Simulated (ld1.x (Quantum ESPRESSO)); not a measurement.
**What one change does to a pseudopotential (antimony, TM)**

- Element: antimony
- Generator: ld1.x (Quantum ESPRESSO) 7.5
- Type: norm-conserving Troullier–Martins (Kleinman–Bylander form)
- Functional: PBE
- Relativity: fully relativistic
- Frozen core: [Kr]
- Valence charge: 15
- Reference configuration: 4d10 5s1.75 5p3.25
- Partial waves: 5p (bound): rc 1.80 bohr; 4d (bound): rc 1.45 bohr; 5s (bound): rc 2.00 bohr
- Local potential: the s channel
- Core correction: a·sin(br)/r model core inside 1.35 bohr

Open shells are filled in proportion to 2j + 1 (rel_dist='average').

Change: wave 4d (bound): rc 1.45 bohr becomes 4d (bound): rc 2.02 bohr.

Cutoffs: the cutoffs (Ry, on a coarse ladder) from which the occupation-weighted sum of valence levels, in a spherical-Bessel basis at the reference potential, stays within 10 and 1 mRy of its value at 400 Ry; they do not see the model core or the augmentation charge, which bear on the density cutoff. Errors are all-electron minus pseudo energies relative to the spin-unpolarised reference configuration.

Task: How do hardness, ghosts and transferability respond?

Result: The potential gets softer (90 Ry and 160 Ry → 70 Ry and 120 Ry); of the 7 tests that both files solve, the error grows in 0 and shrinks in 2 by more than 15 % and 0.3 meV (median size 0.9 → 0.9 meV); neither file shows a bound ghost. A larger radius leaves more room for a smooth pseudo-wave, so fewer plane waves are needed.

```tsv
quantity	base	changed
cutoff, loose	90 Ry	70 Ry
cutoff, tight	160 Ry	120 Ry
loose cutoff by channel (10 mRy a level)	p 25 Ry, d 80 Ry, s 12 Ry	p 25 Ry, d 55 Ry, s 12 Ry
bound ghosts	none	none
error for 4d10 5s2 5p3, meV [ΔE -2.00 eV]	0.0	-0.1
error for 4d10 5s2 5p2, meV [ΔE 6.33 eV]	+0.9	+0.9
error for 4d10 5s2 5p1, meV [ΔE 22.32 eV]	+4.3	+4.1
error for 4d10 5s2 5p3.3, meV [ΔE -3.16 eV]	+0.2	+0.2
error for 4d10 5s2 5p0, meV [ΔE 46.76 eV]	+3.1	+1.9
error for 4d10 5s1 5p4, meV [ΔE 6.08 eV]	-0.6	-0.8
error for 4d9 5s2 5p4, meV [ΔE 29.07 eV]	-356	-200
s: phases at 2.20 bohr within 0.05 rad from the reference energy up to (Ry; the scan ends near 5)	3.6	3.6
p1/2: phases at 2.20 bohr within 0.05 rad from the reference energy up to (Ry; the scan ends near 5)	to the end of the scan	to the end of the scan
p3/2: phases at 2.20 bohr within 0.05 rad from the reference energy up to (Ry; the scan ends near 5)	5.0	5.0
d3/2: phases at 2.20 bohr within 0.05 rad from the reference energy up to (Ry; the scan ends near 5)	0.1	0.0
d5/2: phases at 2.20 bohr within 0.05 rad from the reference energy up to (Ry; the scan ends near 5)	0.2	0.1
```
